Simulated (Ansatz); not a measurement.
Abridged output of a molecular run in Ansatz:

```
Functional definition: HF
962 factors; integrals over basis functions are off by at most 1.4e-3 eV
mean field evaluation 1: about -13098.6213 eV, gradient 4.5e1 eV
mean field evaluation 2: about -13098.6791 eV, gradient 4.5e1 eV
mean field evaluation 4: about -13103.0469 eV, gradient 3.4e0 eV
mean field evaluation 8: about -13103.1013 eV, gradient 2.2e-1 eV
mean field -13103.10157041 eV, -481.5301011113 hartree, gradient 8.1e-7 eV, S^2 0.000000; 0 other end points of the search recorded, 0 dependent functions left out
9 core orbitals not correlated: weight in the atoms' cores, before any rotation towards them, 1.000 or more for the frozen orbitals, at most 0.000 for the correlated occupied ones
reference -13103.10157041 eV, -481.5301011113 hartree; 14, 14 occupied and 76, 76 virtual orbitals, 962 factors
second order -17.92045292 eV of doubles, -0.00000000 eV of singles
cycle   1  -18.47996158 eV  change   -5.6e-1 eV  update   1.0e-1
cycle   2  -18.92394450 eV  change   -4.4e-1 eV  update   3.1e-2
cycle   3  -19.05625401 eV  change   -1.3e-1 eV  update   1.9e-2
cycle   4  -19.05150809 eV  change    4.7e-3 eV  update   5.2e-3
cycle   5  -19.04815997 eV  change    3.3e-3 eV  update   2.2e-3
cycle   6  -19.04851986 eV  change   -3.6e-4 eV  update   7.6e-4
cycle   7  -19.04832016 eV  change    2.0e-4 eV  update   2.2e-4
cycle   8  -19.04824135 eV  change    7.9e-5 eV  update   8.4e-5
cycle   9  -19.04825797 eV  change   -1.7e-5 eV  update   3.4e-5
perturbative correction -0.42689308 eV, -0.0156880312 hartree
Total energy: -13122.57672145 eV, -482.2457997114 hartree
```

Its atoms:

Z-matrix (Å, degrees):
```
C
Al 1 1.947
H 1 1.094 2 112.1
H 1 1.093 2 111.8 3 122.0
H 1 1.096 2 110.4 3 -119.1
F 2 1.663 1 116.0 3 -153.7
B 2 2.150 1 128.2 3 27.7
O 7 1.357 2 117.8 1 -57.9
H 7 1.209 2 124.7 1 122.1
H 8 0.963 7 113.8 2 -179.5
```

(1) Which basis set was used?
A. def2-TZVPPD
B. def2-SVP
C. def2-SVPD
D. cc-pV(Q+d)Z

(2) Write the keys of the input that set method, charge and spin (a neutral closed shell needs none for the last two).

Answers

(1) B. It gives 99 functions.

(2) 
```yaml
correlation: {method: ccsd_t}
```
